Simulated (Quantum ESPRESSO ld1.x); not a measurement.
Results of a calculation; reference values are marked as such.
These are the eigenvalues of the occupied orbitals of an atom or ion with whole-number occupations (hartree). Code: ld1.x of Quantum ESPRESSO 7.5. Model: scalar-relativistic Kohn-Sham, LDA (Slater exchange, Perdew-Wang correlation), spin-polarised, spherical densities, point nucleus.

1s down: -2633.20
1s up: -2633.20
2s up: -457.965
2s down: -457.958
2p up: -400.003
2p down: -399.997
3s up: -107.278
3s down: -107.275
3p up: -90.1909
3p down: -90.1876
3d up: -70.7945
3d down: -70.7895
4s up: -23.6707
4s down: -23.6638
4p up: -18.0640
4p down: -18.0571
4d up: -11.0312
4d down: -11.0228
5s up: -4.79677
5s down: -4.74005
5p up: -3.37291
5p down: -3.30224
4f up: -3.21898
4f down: -3.20415
5d up: -1.73231

Which element is it, and in what charge state? The configuration may be excited. Open shells, if any, are filled with parallel spins first.

Answer. Z = 75, rhenium, charge +4: Re4+ in [Xe] 4f14 5d3. The list shows which subshells hold electrons but not how many an open one holds; the 1s level, -2633.2 hartree, gives Z - s = 72.6 by -(Z - s)^2/2, which with screening and relativity narrows Z to a few neighbours, and the depths of the outer levels then fix element, charge and occupations together.
